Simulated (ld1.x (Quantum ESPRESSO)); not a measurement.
What one change does to a pseudopotential (Be (Z = 4), TM)

beryllium, norm-conserving Troullier–Martins (Kleinman–Bylander form), made with ld1.x (Quantum ESPRESSO) 7.5 (BP86, non-relativistic). Core [He], reference 2s1.5 2p0 (charge +0.5). Waves: 2p (bound, empty): rc 4.00 bohr; 3d channel at 0.1 Ry: rc 3.85 bohr; 2s (bound): rc 1.30 bohr. Local part: the s channel. Core correction: a·sin(br)/r model core, default radius (core density twice the valence density).

Change: local potential the d channel.

Cutoffs: the cutoffs (Ry, on a coarse ladder) from which the occupation-weighted sum of valence levels, in a spherical-Bessel basis at the reference potential, stays within 10 and 1 mRy of its value at 400 Ry; they do not see the model core or the augmentation charge, which bear on the density cutoff. Errors are all-electron minus pseudo energies relative to the spin-unpolarised reference configuration.

Predict the effect on cutoff, ghosts and configuration errors.

The potential gets neither clearly harder nor softer (15 Ry and 45 Ry → 15 Ry and 45 Ry); of the 5 tests that both files solve, the error grows in 2 and shrinks in 0 by more than 15 % and 0.3 meV (median size 10.9 → 10.9 meV); the range in which the s phases agree narrows (upper end 2.3 → 0.2); neither file shows a bound ghost.

```csv
quantity,base,changed
"cutoff, loose",15 Ry,15 Ry
"cutoff, tight",45 Ry,45 Ry
bound ghosts,none,none
"error for 2s2 2p0, meV [ΔE -3.81 eV]",+1.2,+2.0
"error for 2s1 2p0, meV [ΔE 5.83 eV]",+2.0,+2.7
"error for 2s1 2p1, meV [ΔE -0.18 eV]",+13,+13
"error for 2s0 2p2, meV [ΔE 3.47 eV]",-11,-11
"error for 2s0 2p1, meV [ΔE 9.78 eV]",-103,-102
s: phases at 4.35 bohr within 0.05 rad from the reference energy up to (Ry; the scan ends near 5),2.3,0.2
p: phases at 4.35 bohr within 0.05 rad from the reference energy up to (Ry; the scan ends near 5),0.2,0.2
d: phases at 4.35 bohr within 0.05 rad from the reference energy up to (Ry; the scan ends near 5),1.6,1.5
```
